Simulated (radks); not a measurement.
Results of a calculation; reference values are marked as such.
The iridium ion Ir3+, configuration [Kr] 4d10 4f14 5s1 5p6 5d6 5f1 (not the ground configuration).

Level of theory: scalar-relativistic Kohn-Sham, revPBE, spin-polarised, spherical densities, finite nucleus; open shells are filled with parallel spins first (spin-orbit coupling, left out, can overturn this in heavy ions); Fermi nuclear charge, rms radius 5.4032 fm (a radial shooting solver on a logarithmic mesh with Libxc functionals).

Energy parts (hartree):
| part | energy |
|---|---|
| total | -17818.0263 |
| kinetic | 19800.4678 |
| electron-nucleus | -44092.4165 |
| Hartree | 6818.9688 |
| exchange-correlation | -345.0465 |

Orbitals (lengths in bohr, moments of r in powers of bohr; r(90%) holds 90 % of the orbital's charge):
orbital  occ.  eigenvalue (hartree)   <1/r>       <r^4>  r(90%)
1s up       1             -2798.343   92.16   4.811e-07  0.0318
1s down     1             -2798.337   92.16   4.811e-07  0.0318
2s up       1             -490.8889   21.59  0.00007124   0.114
2s down     1             -490.8730   21.59  0.00007124   0.114
2p up       3             -426.7732   19.36  0.00005701   0.108
2p down     3             -426.7597   19.36  0.00005701   0.108
3s up       1             -116.0367   8.003    0.002591   0.279
3s down     1             -116.0282   8.003    0.002591   0.279
3p up       3             -97.27949   7.338    0.002822   0.286
3p down     3             -97.27040   7.338    0.002821   0.286
3d up       5             -76.60854   6.918    0.002173   0.269
3d down     5             -76.59584   6.918    0.002172   0.269
4s up       1             -26.01354   3.418     0.05916   0.607
4s down     1             -25.99501   3.417     0.05910   0.607
4p up       3             -19.85918   3.095     0.07896   0.654
4p down     3             -19.84074   3.095     0.07873   0.653
4d up       5             -12.29247   2.766      0.1117   0.715
4d down     5             -12.26983   2.768      0.1108   0.713
4f up       7              -3.87944   2.319      0.2557   0.865
4f down     7              -3.84449   2.329      0.2443   0.856
5s up       1              -5.16677   1.388       1.598    1.38
5s down     0              -5.03606   1.398       1.572    1.38
5p up       3              -3.54711   1.190       2.840    1.60
5p down     3              -3.39948   1.197       2.823    1.60
5d up       5              -1.66817  0.8854       9.591    2.18
5d down     1              -1.51663  0.8779       10.45    2.22
5f up       1              -0.46626  0.3472       359.3    5.46
6s up       0              -1.32721  0.5667       47.67    3.24
6s down     0              -1.23065  0.5483       52.67    3.33
6p up       0              -0.96270  0.4633       103.5    3.94
6p down     0              -0.88990  0.4483       111.5    4.01

The highest occupied level is 5f up at -12.688 eV. The configuration is held as typed, so some empty levels lie below it. The electron density at the nucleus is 1.948e+06 e/bohr^3 (large components only). Summed over all electrons, <r^2> = 48.71 bohr^2, which gives a Langevin (diamagnetic) susceptibility term of -38.6 x 10^-6 cm^3/mol. The density falls to 0.001 e/bohr^3 at r = 4.22 bohr.
